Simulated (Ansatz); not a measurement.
Spectroscopic constants of TaGa, multiplicity 7 (an upper state: multiplicity 5 came lower at PBE0/def2-TZVPP). No spin–orbit coupling. Ga is treated without relativity.

Seven points along R, fitted to fifth degree in 1/R; most abundant isotopes. Runs in def2 and cc sets follow the lowest solution found near the PBE0 minimum.

Run with Ansatz (Gaussian orbitals). Values without a source in brackets are computed. In def2 rows elements past Kr take small-core potentials, without spin–orbit coupling.

**Question.** What bond length and harmonic frequency does PBE/def2-TZVPP give?

**Answer.** r_e = 2.561 Å, ω_e = 206 cm⁻¹.

**Question.** What bond length and harmonic frequency does PBE0/def2-TZVPP give?

**Answer.** r_e = 2.534 Å, ω_e = 218 cm⁻¹.

**Question.** What bond length and harmonic frequency does wB97X-V/def2-TZVPP give?

**Answer.** r_e = 2.508 Å, ω_e = 231 cm⁻¹.

Ansatz is a first-principles code.
